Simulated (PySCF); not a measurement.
A structure optimised at PBE0-D3(BJ)/def2-SVP, used in a PySCF frequency run:

```
W
O 1 1.6748
O 1 1.6748 2 102.97
O 1 1.8112 2 105.80 3 -110.83
H 4 0.9727 1 146.40 2 54.41
```
Charge +1, spin multiplicity 1.

Problem. Write its SMILES, formula and point group.

Solution. [O]=[W+](=[O])[OH], HO₃W, Cs

Problem. What are its rotational constants (standard atomic weights)?

Solution. 6.7643, 5.6624, 4.0613 GHz
